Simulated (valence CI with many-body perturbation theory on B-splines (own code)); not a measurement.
E1 line list for Ce XLVI

Calculated by valence CI with perturbative core correlation (CI+MBPT): three valence electrons over a frozen Dirac-Fock core [Ne], radial functions for each j: 11 s, 11 p, 9 d, 7 f, 5 g, 2 h, 1 i, with the one-electron correlation potential Σ1 (screened to all orders), the two-electron term Σ2, the three-electron term Σ3, Breit, model QED; selected single and double excitations, second order for the rest (own B-spline code, finite nucleus).

No measured spectrum was set against this ion. As an estimate, large intervals hold to a few tenths of a per cent, small ones and those within an open d or f shell to about a per cent.

Lines 1 to 50 of 275 in falling wavelength, among levels below 709.86 eV, chosen from the strongest by gf and those to the six lowest levels. Wavelengths and rates use the calculated energies. Electric multipoles are in the length gauge, E1 and E2 with the static RPA response of the core. Weak lines are less certain than strong ones. Lines between different terms over intervals too small for the method are left out, as are lines whose strength nearly cancels. The highest levels of a list are the least certain.

Levels are named by their leading jj configuration (3d3/2^4 stands for four electrons in 3d with j = 3/2), which in mixed levels can hold well under half, so a name can repeat and another be missing. Letters in brackets count levels of one name in rising energy.

```
λ vac (nm)                          Upper                       Lower   A (s⁻¹)  log gf  Branch %
     700.8             (3s^2 3p3/2) J=3/2          (3s 3p1/2^2) J=1/2  7.07e+02   -4.68       0.0
     14.75      (3p1/2 3p3/2 3d3/2) J=7/2  (3s 3p3/2 3d3/2) J=5/2 [b]  2.77e+09   -1.14       1.2
     13.78         (3s 3p1/2 3d3/2) J=5/2          (3s^2 3d3/2) J=3/2  4.25e+09   -1.14      34.4
     13.26     (3s 3p1/2 3p3/2) J=3/2 [a]          (3s^2 3p3/2) J=3/2  9.50e+08   -2.00      46.6
     13.00  (3p1/2 3p3/2 3d5/2) J=7/2 [b]  (3s 3p3/2 3d5/2) J=5/2 [b]  6.13e+09   -0.91       2.3
     12.65      (3p1/2 3p3/2 3d5/2) J=9/2  (3s 3p3/2 3d5/2) J=7/2 [b]  4.87e+09   -0.93       2.9
     12.63          (3p1/2 3p3/2^2) J=5/2          (3s 3p3/2^2) J=3/2  4.48e+09   -1.19       1.6
     11.69         (3s 3p1/2 3p3/2) J=5/2          (3s^2 3p3/2) J=3/2  6.41e+09   -1.10     100.0
     11.49         (3s 3p1/2 3d5/2) J=7/2          (3s^2 3d5/2) J=5/2  9.72e+09   -0.81      14.4
     11.27  (3p1/2 3p3/2 3d5/2) J=3/2 [b]  (3s 3p3/2 3d5/2) J=3/2 [b]  7.54e+09   -1.24       1.7
     11.24  (3p1/2 3p3/2 3d3/2) J=5/2 [a]  (3s 3p3/2 3d3/2) J=5/2 [a]  6.29e+09   -1.15       3.4
     11.21      (3p1/2 3p3/2 3d5/2) J=9/2  (3s 3p3/2 3d5/2) J=7/2 [a]  9.24e+09   -0.76       5.5
     11.20          (3p1/2^2 3d3/2) J=3/2  (3s 3p1/2 3d3/2) J=3/2 [b]  8.84e+09   -1.18       9.3
     11.00          (3p1/2^2 3d3/2) J=3/2      (3s 3p1/2 3d3/2) J=1/2  1.00e+10   -1.14      10.5
     10.92             (3s 3p1/2^2) J=1/2          (3s^2 3p1/2) J=1/2  1.59e+10   -1.25     100.0
     10.83          (3p1/2^2 3p3/2) J=3/2  (3s 3p1/2 3p3/2) J=3/2 [b]  6.08e+09   -1.37       4.3
     10.69  (3p1/2 3p3/2 3d5/2) J=5/2 [a]  (3s 3p3/2 3d5/2) J=3/2 [a]  1.08e+10   -0.95       3.8
     10.67     (3s 3p1/2 3d5/2) J=5/2 [b]          (3s^2 3d5/2) J=5/2  8.89e+09   -1.04       9.0
     10.67          (3p1/2 3p3/2^2) J=1/2          (3s 3p3/2^2) J=1/2  1.91e+10   -1.19       4.7
     10.63  (3p1/2 3p3/2 3d5/2) J=3/2 [b]      (3s 3p3/2 3d5/2) J=1/2  1.21e+10   -1.09       2.7
     10.61  (3p1/2 3p3/2 3d3/2) J=3/2 [a]  (3s 3p3/2 3d3/2) J=3/2 [a]  1.08e+10   -1.14       3.2
     10.59      (3p1/2 3p3/2 3d3/2) J=7/2      (3s 3p3/2 3d3/2) J=7/2  1.02e+10   -0.86       4.4
     10.59  (3p1/2 3p3/2 3d5/2) J=5/2 [b]  (3s 3p3/2 3d5/2) J=7/2 [b]  8.07e+09   -1.09       1.8
     10.40         (3s 3p1/2 3d5/2) J=3/2          (3s^2 3d5/2) J=5/2  1.22e+10   -1.10       4.6
     10.36      (3p1/2 3p3/2 3d3/2) J=7/2  (3s 3p3/2 3d3/2) J=5/2 [a]  5.04e+09   -1.19       2.2
     10.33          (3p1/2^2 3d5/2) J=5/2      (3s 3p1/2 3d5/2) J=3/2  1.80e+10   -0.76      12.9
     10.14  (3p1/2 3p3/2 3d5/2) J=3/2 [a]  (3s 3p3/2 3d5/2) J=5/2 [a]  2.11e+10   -0.89       6.1
     10.10     (3s 3p1/2 3p3/2) J=3/2 [b]          (3s^2 3p3/2) J=3/2  1.03e+10   -1.20       6.9
     10.08          (3p1/2^2 3d5/2) J=5/2  (3s 3p1/2 3d5/2) J=5/2 [b]  2.22e+10   -0.69      15.9
     9.927  (3p1/2 3p3/2 3d5/2) J=7/2 [b]  (3s 3p3/2 3d5/2) J=7/2 [a]  8.99e+09   -0.97       3.4
     9.920  (3p1/2 3p3/2 3d5/2) J=5/2 [a]  (3s 3p3/2 3d5/2) J=5/2 [a]  1.83e+10   -0.79       6.4
     9.789          (3p1/2 3p3/2^2) J=5/2          (3s 3p3/2^2) J=5/2  1.38e+10   -0.92       5.0
     9.647     (3s 3p1/2 3d3/2) J=3/2 [a]  (3s 3p1/2 3p3/2) J=3/2 [b]  8.97e+09   -1.30      18.8
     9.562  (3p1/2 3p3/2 3d5/2) J=5/2 [b]  (3s 3p3/2 3d5/2) J=7/2 [a]  1.71e+10   -0.85       3.8
     9.476  (3p1/2 3p3/2 3d5/2) J=7/2 [a]      (3s 3p3/2 3d5/2) J=9/2  3.19e+10   -0.46      11.8
     9.473         (3s 3p1/2 3p3/2) J=1/2          (3s^2 3p3/2) J=3/2  1.61e+10   -1.36       3.2
     9.448          (3p1/2^2 3p3/2) J=3/2      (3s 3p1/2 3p3/2) J=5/2  3.57e+10   -0.72      25.5
     9.441          (3p1/2 3p3/2^2) J=3/2          (3s 3p3/2^2) J=5/2  2.56e+10   -0.86       4.2
     9.440          (3p1/2^2 3d5/2) J=5/2      (3s 3p1/2 3d5/2) J=7/2  4.19e+10   -0.47      30.0
     9.406          (3p1/2^2 3d3/2) J=3/2      (3s 3p1/2 3d3/2) J=5/2  4.55e+10   -0.62      47.6
     9.127  (3p1/2 3p3/2 3d3/2) J=5/2 [b]      (3s 3p3/2 3d3/2) J=7/2  3.60e+10   -0.57       6.0
     9.022      (3p1/2 3p3/2 3d5/2) J=9/2      (3s 3p3/2 3d5/2) J=9/2  2.49e+10   -0.52      14.9
     9.019         (3s 3p1/2 3d3/2) J=5/2  (3s 3p1/2 3p3/2) J=3/2 [b]  1.81e+09   -1.88      14.6
     8.993  (3p1/2 3p3/2 3d3/2) J=3/2 [b]  (3s 3p3/2 3d3/2) J=5/2 [a]  1.95e+10   -1.03       3.0
     8.937  (3p1/2 3p3/2 3d3/2) J=5/2 [a]       (3p1/2 3p3/2^2) J=5/2  1.36e+10   -1.01       7.3
     8.808          (3p1/2^2 3d3/2) J=3/2  (3s 3p1/2 3d3/2) J=3/2 [a]  2.13e+10   -1.00      22.3
     8.624          (3p1/2^2 3p3/2) J=3/2  (3s 3p1/2 3p3/2) J=3/2 [a]  1.24e+10   -1.26       8.8
     8.536     (3s 3p1/2 3d3/2) J=3/2 [a]      (3s 3p1/2 3p3/2) J=5/2  9.59e+09   -1.38      20.1
     8.041         (3s 3p1/2 3d3/2) J=5/2      (3s 3p1/2 3p3/2) J=5/2  5.85e+09   -1.47      47.3
     7.921         (3s 3p1/2 3d3/2) J=1/2  (3s 3p1/2 3p3/2) J=3/2 [b]  2.79e+06   -5.28       0.0
```

(1) How does gf follow from A for the line at 11.49 nm?

Answers

(1) gf = 1.4992 × (2J+1)_upper × A / σ², with σ = 870099 cm⁻¹ and 2J+1 = 8: gf = 0.154.
